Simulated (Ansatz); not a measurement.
Several settings on one geometry of TTF, `C1=CSC(=C2SC=CS2)S1` (that of the charge 0 singlet, PBE0-D4/def2-SVP). Ansatz on 4 threads of Arm Neoverse V2 on a shared host; times are rough.

Cartesian coordinates in Å:
```
C -3.174 0.525 0.420
C -3.128 -0.809 0.301
S -1.570 -1.553 0.048
C -0.671 -0.030 0.072
C 0.670 0.030 -0.081
S 1.672 -1.407 -0.320
C 3.174 -0.525 -0.416
C 3.128 0.808 -0.298
S 1.569 1.554 -0.057
S -1.673 1.408 0.311
H -4.087 1.101 0.580
H -3.998 -1.465 0.352
H 4.088 -1.101 -0.570
H 3.999 1.464 -0.342
```

Totals from different functionals, basis sets or treatments of relativity can't be compared as stabilities.

The 6-31G sets use Cartesian d functions.

The spins typed aren't always the lowest for that charge.

Task: Give the basis size and estimate the energy, ⟨S²⟩ and time of these runs.

```
run                           method  charge    state                                               further keys
  1               RKS B97M-V/cc-pVTZ       0  singlet                                                          –
  2               RKS revPBE/pcseg-2       0  singlet  scf: {omitted_lower_state_checks: [starts]}; forces asked
  3          UKS CAM-B3LYP-D4/6-31G*       1  doublet                             scf: {lower_state_search: off}
  4       RKS PBE-D3(BJ)-ATM/cc-pVTZ       0  singlet                                                          –
  5               UKS ωB97M-V/STO-3G      -1  doublet                           scf: {lower_state_search: light}
  6  RKS revPBE-D3(BJ)-ATM/6-31++G**       0  singlet                                               forces asked
```

Result: 
| run | functions | energy (Eh) | ⟨S²⟩ | wall time |
| --- | --- | --- | --- | --- |
| 1 | 372 | -1823.5219 | – | 29 s |
| 2 | 372 | -1823.5834 | – | 7 s |
| 3 | 174 | -1823.3613 | 0.76 | 5 s |
| 4 | 372 | -1822.9685 | – | 6 s |
| 5 | 70 | -1803.2900 | 0.75 | 20 s |
| 6 | 230 | -1823.4130 | – | 6 s |

The highest occupied level of an anion often lies above zero with these methods, and sets without diffuse functions describe the outer electron poorly.
